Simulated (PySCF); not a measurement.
C5H14P2.
SMILES with atom numbers: `[CH3:1][P:2]([PH2:3])[C:4]([CH3:5])([CH3:6])[CH3:7]` (hydrogens: H8, H9, H10 on C1; H11, H12 on P3; H13, H14, H15 on C5; H16, H17, H18 on C6; H19, H20, H21 on C7)

The same species was optimised twice, with GFN2-xTB and with PBE0-D3(BJ)/def2-SVP (PySCF), and the same property calculations (PySCF, gas phase) were run on both structures.

```
     coordinate  GFN2-xTB  PBE0-D3(BJ)/def2-SVP  change
      P2–P3 (Å)     2.175                 2.239  +0.064
      C4–C7 (Å)     1.529                 1.531  +0.002
      P2–C4 (Å)     1.897                 1.898  +0.001
      C1–P2 (Å)     1.857                 1.856  -0.001
      C4–C6 (Å)     1.525                 1.525   0.000
      C4–C5 (Å)     1.529                 1.530  +0.001
   P2–C4–C7 (°)     107.1                 106.1    -1.0
   C1–P2–P3 (°)      97.2                  96.4    -0.8
   C5–C4–C6 (°)     109.6                 110.1    +0.5
   C1–P2–C4 (°)     101.7                 102.2    +0.5
   P2–C4–C6 (°)     114.1                 114.6    +0.5
   P3–P2–C4 (°)      99.3                  99.7    +0.4
   P2–C4–C5 (°)     106.4                 106.3    -0.1
   C5–C4–C7 (°)     109.3                 109.4    +0.1
C1–P2–C4–C5 (°)      -161                  -164      -3
```

Rotational constants: A = 2264, B = 1391, C = 1150 MHz (GFN2-xTB) against A = 2238, B = 1357, C = 1124 MHz (PBE0-D3(BJ)/def2-SVP). Point groups within 0.08 Å: C1 and C1.

On the GFN2-xTB structure: HOMO (eV) -6.19 [PBE0/pcSseg-1]; LUMO (eV) 0.36 [PBE0/pcSseg-1]; dipole (D) 0.84 [PBE0/pcSseg-1]; GIAO shielding of C1 (ppm) 175.9 [PBE0/pcSseg-1]; GIAO shielding of P2 (ppm) 373.8 [PBE0/pcSseg-1]; GIAO shielding of P3 (ppm) 541.6 [PBE0/pcSseg-1]; GIAO shielding of C4 (ppm) 156.1 [PBE0/pcSseg-1]; GIAO shielding of C5/C6/C7 (mean) (ppm) 158.6 [PBE0/pcSseg-1].

Problem. What do these properties become on the PBE0-D3(BJ)/def2-SVP structure?

Solution. 
```csv
property,level,on GFN2-xTB,on PBE0-D3(BJ)/def2-SVP,change
HOMO (eV),PBE0/pcSseg-1,-6.19,-6.24,-0.05
LUMO (eV),PBE0/pcSseg-1,0.36,0.19,-0.17
dipole (D),PBE0/pcSseg-1,0.84,0.95,+0.11
"energy, GFN2-xTB geometry as zero (kcal/mol)",PBE0/pcSseg-1,0.0,-2.1,-2.1
GIAO shielding of C1 (ppm),PBE0/pcSseg-1,175.9,174.3,-1.6
GIAO shielding of P2 (ppm),PBE0/pcSseg-1,373.8,356.8,-17.0
GIAO shielding of P3 (ppm),PBE0/pcSseg-1,541.6,511.8,-29.8
GIAO shielding of C4 (ppm),PBE0/pcSseg-1,156.1,155.3,-0.8
GIAO shielding of C5/C6/C7 (mean) (ppm),PBE0/pcSseg-1,158.6,156.6,-2.0
```

The heavy atoms differ by 0.037 Å rms after alignment. Among bonds between heavy atoms P2–P3 changes most (+0.064 Å). Changes are differences of the printed values. Neither structure is proved a minimum here.

Shape of the structure used: `[CH3:1][P:2]([PH2:3])[C:4]([CH3:5])([CH3:6])[CH3:7]`: C1–P2–C4–C5 -164°, H–P3–P2–C1 -62°, H–P3–P2–C1 -155°.
